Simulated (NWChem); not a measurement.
System: C$_{4}$H$_{4}$F$_{2}$; SMILES FC1=C[C@@H](F)C1

Input file for NWChem:

```
start job
memory heap 200 mb stack 900 mb global 1100 mb
geometry units angstroms noautosym nocenter noautoz
  F      0.047933    -2.257151    -0.220344
  C      0.064142    -0.942707    -0.018413
  C      1.047618    -0.059975     0.180210
  C      0.037647     1.038339     0.429967
  F      0.071025     2.103150    -0.458455
  C     -1.100113    -0.001819     0.135902
  H      2.129020    -0.095122     0.207069
  H      0.021018     1.455598     1.442745
  H     -1.653874     0.230521    -0.778609
  H     -1.799347    -0.209929     0.953827
end
basis spherical
  * library pcsseg-1
end
dft
  xc pbe0
  iterations 150
end
property
  shielding
end
task dft property
```

Coordinates come from a B3LYP/6-31G* (spherical d) optimisation.

GIAO values for the isolated, static molecule; σ is the absolute isotropic shielding, δ = σ(reference) − σ with the isolated reference molecule computed at the same levels (13C: tetramethylsilane, 1H: tetramethylsilane).

Atoms are numbered as in the input.

Task: Give the results of this calculation. (PBE0/pcSseg-1, GIAO.) Quantities: δ C2 (ppm); δ C3 (ppm); δ C4 (ppm); δ H7 (ppm); δ H8 (ppm); δ H9 (ppm); δ H10 (ppm).

Result: 
```
Property     Value
-----------  -----
δ C2 (ppm)   168.7
δ C3 (ppm)   114.5
δ C4 (ppm)    82.8
δ H7 (ppm)    5.18
δ H8 (ppm)    5.19
δ H9 (ppm)    2.91
δ H10 (ppm)   3.06
```
